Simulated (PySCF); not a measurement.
Start geometry of trans-Hf(NH3)2Br4 (`[NH3]->[Hf](<-[NH3])([Br])([Br])([Br])[Br]`) from GFN2-xTB (Å):
```
atom  x, y, z in Å
Hf1    0.069   -0.073    0.013
N2    -0.019   -0.030    2.514
H3    -0.481    0.822    2.897
H4     1.038   -0.079    2.912
H5    -0.542   -0.826    2.873
N6    -0.014    0.029   -2.528
H7     0.503    0.824   -2.919
H8    -0.905    0.040   -2.923
H9     0.454   -0.792   -2.865
Br10   2.559   -0.014    0.035
Br11  -2.579    0.006    0.029
Br12   0.029    2.567    0.032
Br13  -0.082   -2.525   -0.048
```

Problem. What comes out of this run: PySCF 2.14.0, PBE0-D3(BJ)/def2-SVP geometry optimisation, gas phase, def2 core potentials past Kr?

Solution. 
```
atom  x, y, z in Å
Hf1    0.0164   -0.0117    0.0019
N2    -0.0116   -0.0447    2.3319
H3    -0.4504    0.8019    2.7000
H4     0.9336   -0.0953    2.7179
H5    -0.5366   -0.8459    2.6883
N6     0.0096    0.0406   -2.3288
H7     0.5045    0.8600   -2.6864
H8    -0.9482    0.0799   -2.6840
H9     0.4515   -0.7913   -2.7249
Br10   2.5914   -0.0738    0.0120
Br11  -2.5617    0.0488    0.0356
Br12   0.0820    2.5653    0.0340
Br13  -0.0499   -2.5858   -0.0752
```

The energy falls by 69.6 kJ/mol over 8 energy and gradient evaluations, the largest force component goes from 0.0650 to 2.8e-04 Eh/bohr, and the atoms move by 0.163 Å rms after alignment. The bond that changes most is Hf1–N6 (ends: hafnium bonded to 4 Br and 2 N; nitrogen bonded to Hf and 3 H), which shortens by 0.213 Å. Bonds longer at the end by more than 0.005 Å: 5 of 12; shorter: 6. Among the angles that change most is Hf1–N6–H8, from 115.8° to 110.5°. Rotational constants go from 405.7, 393.2, 243.8 to 405.7, 404.6, 240.4 MHz. The orientation of the end geometry is arbitrary; only internal coordinates are fixed.

The run used 218 basis functions and 56 SCF cycles in all.

PBE0-D3(BJ)/def2-SVP frequencies: not computed here.
